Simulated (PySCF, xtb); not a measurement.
FH₃Si. Atoms are numbered in the order given.

```xyz
5

Si     0.0000     0.0000    -0.5002
F      0.0000     0.0000     1.1004
H     -1.2168    -0.7025    -0.9669
H      0.0000     1.4050    -0.9669
H      1.2168    -0.7025    -0.9669
```

Geometry optimised at r2SCAN-D4/def2-TZVP.

Calculation: IEF-PCM-PBE0/def2-TZVPD (PySCF).

The values are the electrostatic part of the solvation free energy, E(continuum) − E(gas) at the gas-phase geometry, in a cavity of scaled van der Waals radii (PySCF's table); cavitation and dispersion terms are not included. In vacuum the orbital gap is 9.47 eV. The dipole moment in vacuum is 1.29 D.

Computed values in water (ε = 78.36), N,N-dimethylformamide (ε = 37.22), diethylether (ε = 4.24):
```json
[
 {"solvent": "water", "ε": "78.36", "ΔG(elec) (kcal/mol)": "-1.2", "dipole (D)": "1.57", "gap (eV)": "9.44"},
 {"solvent": "N,N-dimethylformamide", "ε": "37.22", "ΔG(elec) (kcal/mol)": "-1.2", "dipole (D)": "1.56", "gap (eV)": "9.44"},
 {"solvent": "diethylether", "ε": "4.24", "ΔG(elec) (kcal/mol)": "-0.8", "dipole (D)": "1.48", "gap (eV)": "9.46"}
]
```

For comparison, GFN2-xTB/ALPB(water) (xtb, at the GFN2-xTB geometry, all terms of that model) gives 1.0 kcal/mol.
